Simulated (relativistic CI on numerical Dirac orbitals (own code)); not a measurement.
Sensitivity of the levels of W⁴³⁺ to α and to the nuclear radius

Computed by Dirac-Coulomb-Breit CI, KLI orbitals optimised for each configuration, derivatives by finite differences, unscaled Slater integrals, QED left out (own radial code, finite nucleus).

Configurations in the expansion (outside the closed core [Ar] 3d10): 4s²4p, 4s4p², 4s²4d, 4p³, 4s4p4d, 4s²4f, 4s4p4f, 4p4d². Levels of other configurations are missing.

With x = (α/α₀)² − 1 an excitation energy changes as ω = ω₀ + qx; K = 2q/ω₀ is the relative enhancement. Terms are leading LS components, so labels can repeat. The field-shift factor is F = δν/δ⟨r²⟩ for the transition from the lowest level.

Lowest level 4s²4p ²P°1/2.

```csv
Level,ω₀ (cm⁻¹),q (cm⁻¹),F (GHz/fm²)
4s²4p ²P°3/2,789625,959600,-149
4s4p² ⁴P1/2,799829,149900,-2050
4s4p² ⁴P3/2,1475086,1.085e+06,-2180
4s4p² ²D5/2,1548915,1.093e+06,-2160
4s4p² ²D3/2,1657651,1.093e+06,-2100
4s4p² ²P1/2,1685507,1.076e+06,-2190
4s²4d ²D3/2,2111102,1.03e+06,-254
4s²4d ²D5/2,2219288,1.506e+06,-947
4s²4d ²D5/2,2369676,1.711e+06,-1510
4p³ ²P°3/2,2435851,1.225e+06,-4120
4s4p² ²S1/2,2471645,2.035e+06,-2320
4s4p² ²P3/2,2509859,2.017e+06,-2280
4s4p4d ⁴F°3/2,2711741,1.138e+06,-2190
4s4p4d ⁴F°5/2,2770959,1.165e+06,-2200
4s4p4d ⁴D°1/2,2887650,1.163e+06,-2180
4s4p4d ⁴D°3/2,2894841,1.182e+06,-2220
4s4p4d ⁴P°5/2,2946612,1.326e+06,-2200
4s4p4d ⁴F°7/2,2989679,1.34e+06,-2160
4s4p4d ²D°3/2,3034522,1.531e+06,-2760
4s4p4d ²F°5/2,3034744,1.418e+06,-2420
4p³ ²D°5/2,3232407,2.052e+06,-3900
4p³ ²D°3/2,3244101,1.96e+06,-3840
4p³ ²P°1/2,3273320,2.178e+06,-4260
```

At this charge energies of transitions that change n are usually good to better than 1 %, and those within a shell (Δn = 0) to a few per cent.

Problem. Which transition from the lowest level has the largest |K|?

Solution. 4s²4p ²P°3/2 at 789625 cm⁻¹, K = 2.43.
